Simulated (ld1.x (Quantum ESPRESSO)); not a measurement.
# Building the ultrasoft potential for Mo (Z = 42) (PBEsol, fully relativistic).

| Item | Value |
| --- | --- |
| Element | molybdenum |
| Generator | ld1.x (Quantum ESPRESSO) 7.5 |
| Type | ultrasoft |
| Functional | PBEsol |
| Relativity | fully relativistic |
| Frozen core | [Kr] |
| Valence charge | 6 |
| Reference configuration | 4d5 5s0 5p0 (charge +1) |
| Partial waves | 5s (bound, empty): rcut 2.95, rcutus 3.20 bohr; 5s channel at 0.65 Ry: rcut 2.95, rcutus 3.20 bohr; 5p (bound, empty): rcut 2.50, rcutus 3.30 bohr; 5p channel at 3.95 Ry: rcut 2.50, rcutus 3.30 bohr; 4d (bound): rcut 1.20, rcutus 1.55 bohr; 4d channel at 4.65 Ry: rcut 1.20, rcutus 1.55 bohr |
| Local potential | all-electron potential smoothed inside 1.20 bohr (lloc = -1) |
| Core correction | Bessel-smoothed model core inside 1.15 bohr |
| Augmentation charge | PSQ, radius 1.10 bohr |

Open shells are filled in proportion to 2j + 1 (rel_dist='average').

**Question.** Is the overlap operator S = 1 + Σ q|β⟩⟨β| positive definite (Bessel basis up to 400 Ry)?

**Answer.** No: its lowest eigenvalue is -0.441, in the s channel, so the generalised eigenproblem breaks down once the basis is large enough.

Test run stopped at test 1 of 7 (negative rho).

The ghost test of this file was not conclusive. Its overlap operator is not positive definite in a basis up to 400 Ry (lowest eigenvalue s -0.44, p1/2 -0.11, p3/2 -0.12), so the file is unfit for use: the generalised eigenproblem breaks down once the basis is large enough, and its test numbers describe a broken file.
